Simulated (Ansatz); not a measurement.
Basis-set extrapolation for C₃H₇FMgO (`CC(C)[O][Mg][F]`) (PBE0-D4/def2-TZVP geometry, frozen core, Ansatz). Multiplicity 1, RHF reference. For Mg the program correlates outer-core shells too, which these sets cover unevenly, so the extrapolated numbers aren't a true limit.

```csv
,def2-TZVPP,def2-QZVPP
HF,-491.819876,-491.844901
MP2 correlation,-1.217875,-1.336928
CCSD(T) correlation,-1.294254,not run
```

Energies in hartree. Use E(X) = E(∞) + A·exp(−7.88·√X) for Hartree–Fock and E(X) = E(∞) + B·X^(−2.97) for correlation, with X = 3 and 4, and add CCSD(T) minus MP2 of the smaller set to the MP2 limit.

Q: What is the CCSD(T) energy at the basis-set limit?

A: HF limit: -491.844901 + (-0.025025) × 0.13774 = -491.84835. MP2 limit: -1.336928 + (-0.119053) × 0.74074 = -1.42512. Higher-order term: -1.294254 − (-1.217875) = -0.07638. Total: -493.34985 hartree, 147.9 kcal/mol below CCSD(T)/def2-TZVPP.
